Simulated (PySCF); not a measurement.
Labels have come off several samples. The candidates:

A. SMILES O=C(O)c1cccc(F)c1
B. 3-Bromopyridine (SMILES Brc1cccnc1)
C. `InChI=1S/C4H7F/c1-3-4(2)5/h3H,1-2H3/b4-3-`

Spectrum 1. ¹³C{¹H} NMR (computed): δ 164.7 (C, d, J = 321.0 Hz), 106.7 (CH, d, J = 15.7 Hz), 20.3 (CH3, d, J = 29.4 Hz), 11.4 (CH3, d, J = 6.3 Hz).

Spectrum 2. ¹³C{¹H} NMR (computed): δ 169.9 (C, d, J = 316.2 Hz), 167.9 (C), 135.2 (CH, d, J = 4.9 Hz), 134.4 (C, d, J = 4.3 Hz), 132.7 (CH), 126.2 (CH, d, J = 19.2 Hz), 122.4 (CH, d, J = 19.9 Hz).

Spectrum 3. ¹³C{¹H} NMR (computed): δ 158.1 (CH), 153.4 (CH), 144.7 (CH), 140.7 (C), 129.3 (CH).

Single conformer, fast rotation and ring inversion assumed for equivalent nuclei, non-relativistic Hamiltonian, isolated molecule. Coordinates at the PBE0-D3(BJ)/def2-SVP level; J couplings at B3LYP/pcJ-1 (spin–dipole term left out of most H,H and C,H couplings); shieldings: GIAO PBE0/pcSseg-1; PySCF.

Scale: TMS for ¹³C (σref 184.41) (reference shieldings calculated alike). One-bond C–F couplings are unscaled and too large by tens of Hz. Acid and N–H amide carbonyl carbons lie up to 10 ppm further downfield in solution (hydrogen bonding). Shifts are as computed. Against solution values, carbons near 30 ppm lie about +2 ppm off and those near 130 ppm about +5 ppm; carbons on Br a further +13 ppm. Of 1211 compounds with measured shifts, 218 miss one by over three times the rms of a fit or turn the order of signals round; such compounds aren't used in these exercises. Spin–orbit coupling, which shields carbons bonded to Br, is absent.

Task: Match each spectrum to its structure.

Result: 1–C, 2–A, 3–B.

- Spectrum 1 (C): 4 ¹³C signals; δC 164.7 is a fully substituted alkene carbon; δC 106.7 is an alkene CH.
- Spectrum 2 (A): 7 ¹³C signals; δC 169.9 is an aromatic carbon bearing fluorine; δC 167.9 is a carboxylic acid carbon.
- Spectrum 3 (B): 5 ¹³C signals; δC 158.1 is an aromatic CH next to a ring nitrogen; δC 153.4 is an aromatic CH next to a ring nitrogen.
